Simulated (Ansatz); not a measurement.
Steps of a relaxation of CH6N2SeSi (`NC1N[SiH2][Se]1`) with RKS PBE0-D4/def2-TZVP.

```sh
$ ansatz run in.yaml --threads 4 --pin off --events-out ev --progress --plain --max-ram 10444MiB
```

```yaml
crystal:
  periodic: [false, false, false]
  atoms:
    - {symbol: N, position_ang: [-1.300574, 1.162423, 0.795573]}
    - {symbol: C, position_ang: [-0.830205, 0.084678, 0.041736]}
    - {symbol: N, position_ang: [0.335634, -0.533966, 0.611746]}
    - {symbol: Si, position_ang: [1.487996, -0.760999, -0.693007]}
    - {symbol: Se, position_ang: [0.027979, 0.473963, -1.919515]}
    - {symbol: H, position_ang: [-2.172255, 1.580215, 0.456417]}
    - {symbol: H, position_ang: [-0.584231, 1.874625, 0.976176]}
    - {symbol: H, position_ang: [-1.674708, -0.588940, -0.223828]}
    - {symbol: H, position_ang: [0.229673, -0.961388, 1.536455]}
    - {symbol: H, position_ang: [2.860859, -0.199435, -0.415914]}
    - {symbol: H, position_ang: [1.685231, -2.188277, -1.145241]}
basis:
  gaussian: {orbitals: def2-TZVP}
hamiltonian: {xc: pbe0, dispersion: d4}
relax: {f_tol: 0.005, max_steps: 150}
```

Positions (Å) and forces (eV/Å) along the path, 10 of 10 steps:

```xyz
11
step=1 energy=-77329.2147 eV
N    -1.301    1.162    0.796    0.048    0.458   -0.193
C    -0.830    0.085    0.042   -0.136   -0.216   -0.311
N     0.336   -0.534    0.612    0.158   -0.174   -0.129
Si    1.488   -0.761   -0.693   -0.383    0.052    0.339
Se    0.028    0.474   -1.920    0.035   -0.245    0.649
H    -2.172    1.580    0.456    0.575   -0.280    0.159
H    -0.584    1.875    0.976   -0.446   -0.460   -0.138
H    -1.675   -0.589   -0.224    0.510    0.356    0.179
H     0.230   -0.961    1.536    0.051    0.278   -0.621
H     2.861   -0.199   -0.416   -0.351   -0.115   -0.051
H     1.685   -2.188   -1.145   -0.060    0.345    0.117
11
step=2 energy=-77329.2760 eV
N    -1.291    1.156    0.787   -0.067    0.218    0.053
C    -0.824    0.080    0.037    0.055   -0.074   -0.313
N     0.338   -0.530    0.608    0.192   -0.160   -0.100
Si    1.476   -0.757   -0.688   -0.204    0.030    0.341
Se    0.020    0.475   -1.879   -0.088   -0.013    0.113
H    -2.145    1.573    0.438    0.142   -0.073    0.039
H    -0.579    1.857    0.964   -0.109   -0.125   -0.046
H    -1.654   -0.591   -0.217    0.138    0.088    0.090
H     0.229   -0.960    1.518    0.014    0.069   -0.158
H     2.829   -0.192   -0.412   -0.070   -0.044   -0.032
H     1.667   -2.169   -1.136   -0.003    0.083    0.015
11
step=3 energy=-77329.2853 eV
N    -1.285    1.155    0.783   -0.058    0.081    0.121
C    -0.816    0.081    0.030   -0.009   -0.041   -0.171
N     0.338   -0.534    0.608    0.122   -0.058   -0.056
Si    1.469   -0.752   -0.677   -0.027   -0.012    0.092
Se    0.009    0.475   -1.870   -0.025    0.011    0.039
H    -2.136    1.569    0.434   -0.022    0.014   -0.025
H    -0.576    1.855    0.954    0.027    0.030   -0.005
H    -1.643   -0.592   -0.207   -0.023   -0.024    0.015
H     0.223   -0.968    1.510   -0.009    0.000    0.016
H     2.820   -0.192   -0.410    0.019    0.015   -0.009
H     1.662   -2.155   -1.134    0.005   -0.018   -0.016
11
step=4 energy=-77329.2859 eV
N    -1.279    1.156    0.792   -0.061   -0.127   -0.061
C    -0.821    0.074    0.026    0.131    0.151    0.074
N     0.334   -0.547    0.608   -0.039   -0.023   -0.119
Si    1.466   -0.751   -0.674    0.040   -0.031    0.095
Se    0.003    0.484   -1.858   -0.018   -0.022    0.010
H    -2.128    1.571    0.438   -0.029    0.031   -0.013
H    -0.563    1.856    0.924    0.034    0.040    0.024
H    -1.651   -0.595   -0.210   -0.053   -0.034    0.044
H     0.220   -0.970    1.516   -0.004    0.002   -0.010
H     2.814   -0.183   -0.404    0.004    0.006   -0.017
H     1.671   -2.151   -1.137   -0.003    0.007   -0.027
11
step=5 energy=-77329.2876 eV
N    -1.283    1.157    0.789    0.009   -0.033    0.002
C    -0.819    0.077    0.025    0.037    0.031    0.003
N     0.334   -0.548    0.605   -0.021   -0.011   -0.001
Si    1.471   -0.755   -0.669    0.011    0.000   -0.008
Se    0.004    0.476   -1.856   -0.022    0.017   -0.024
H    -2.130    1.575    0.431   -0.005    0.009   -0.009
H    -0.568    1.858    0.935    0.000    0.015    0.002
H    -1.651   -0.593   -0.201   -0.023   -0.015    0.007
H     0.217   -0.971    1.512    0.002   -0.005    0.014
H     2.819   -0.181   -0.408    0.003   -0.009    0.006
H     1.671   -2.151   -1.144    0.010    0.002    0.007
11
step=6 energy=-77329.2878 eV
N    -1.282    1.157    0.789    0.008    0.005    0.006
C    -0.820    0.078    0.025    0.000   -0.010    0.003
N     0.332   -0.551    0.604   -0.006   -0.004   -0.002
Si    1.471   -0.753   -0.670    0.004   -0.004   -0.001
Se    0.001    0.476   -1.858    0.000   -0.004    0.002
H    -2.128    1.576    0.430    0.004    0.002   -0.002
H    -0.567    1.858    0.935   -0.007    0.004    0.000
H    -1.654   -0.593   -0.197   -0.002    0.001   -0.005
H     0.217   -0.973    1.512    0.002    0.003   -0.002
H     2.819   -0.182   -0.406   -0.002    0.005    0.002
H     1.677   -2.150   -1.143   -0.001    0.001   -0.002
11
step=7 energy=-77329.2878 eV
N    -1.280    1.158    0.790    0.005    0.001   -0.002
C    -0.820    0.077    0.025   -0.005   -0.006    0.006
N     0.331   -0.554    0.603   -0.005   -0.003   -0.003
Si    1.471   -0.753   -0.670   -0.002   -0.002   -0.001
Se   -0.001    0.474   -1.857    0.004   -0.004    0.002
H    -2.126    1.577    0.430    0.003    0.000    0.001
H    -0.565    1.858    0.933   -0.004    0.000    0.001
H    -1.656   -0.592   -0.197    0.003    0.004    0.000
H     0.216   -0.974    1.512    0.001    0.004   -0.003
H     2.817   -0.179   -0.404   -0.003    0.003    0.001
H     1.679   -2.149   -1.144    0.001    0.002   -0.001
11
step=8 energy=-77329.2879 eV
N    -1.277    1.158    0.790   -0.002   -0.001   -0.010
C    -0.822    0.075    0.025   -0.004    0.004    0.007
N     0.327   -0.560    0.601    0.002   -0.005   -0.003
Si    1.470   -0.754   -0.670   -0.005    0.004    0.002
Se   -0.004    0.471   -1.858    0.001   -0.004    0.000
H    -2.121    1.580    0.430    0.000   -0.002    0.004
H    -0.560    1.857    0.931    0.003   -0.005    0.001
H    -1.661   -0.591   -0.195    0.005    0.004    0.000
H     0.215   -0.975    1.513   -0.001    0.004   -0.001
H     2.813   -0.172   -0.401   -0.001   -0.001    0.000
H     1.686   -2.148   -1.145    0.001    0.001    0.000
11
step=9 energy=-77329.2879 eV
N    -1.275    1.158    0.790   -0.003    0.001   -0.008
C    -0.824    0.074    0.025   -0.002    0.004    0.004
N     0.325   -0.563    0.600    0.002   -0.004   -0.002
Si    1.470   -0.753   -0.670   -0.004    0.001    0.001
Se   -0.006    0.467   -1.859    0.002    0.002   -0.003
H    -2.119    1.582    0.431   -0.001   -0.002    0.004
H    -0.556    1.856    0.930    0.003   -0.005    0.001
H    -1.664   -0.589   -0.195    0.002    0.000    0.002
H     0.214   -0.975    1.513   -0.002    0.004    0.001
H     2.811   -0.169   -0.399    0.000    0.000    0.000
H     1.690   -2.146   -1.146    0.001    0.000    0.000
11
step=10 energy=-77329.2879 eV
N    -1.274    1.158    0.790   -0.003    0.003   -0.002
C    -0.825    0.074    0.024    0.000    0.002    0.001
N     0.322   -0.566    0.598    0.004   -0.005   -0.001
Si    1.469   -0.753   -0.670   -0.001    0.003    0.001
Se   -0.007    0.465   -1.860    0.000    0.000    0.000
H    -2.117    1.584    0.432    0.000   -0.001    0.002
H    -0.553    1.854    0.930    0.001   -0.003    0.000
H    -1.666   -0.588   -0.196    0.000   -0.002    0.000
H     0.214   -0.974    1.514   -0.002    0.003    0.000
H     2.809   -0.166   -0.397    0.001   -0.002    0.000
H     1.694   -2.146   -1.145   -0.001    0.000    0.000
```

Hardware: 4 threads of an Intel Xeon Platinum 8488C on a shared host. Wall time 36 s, peak host memory 0.72 GiB.
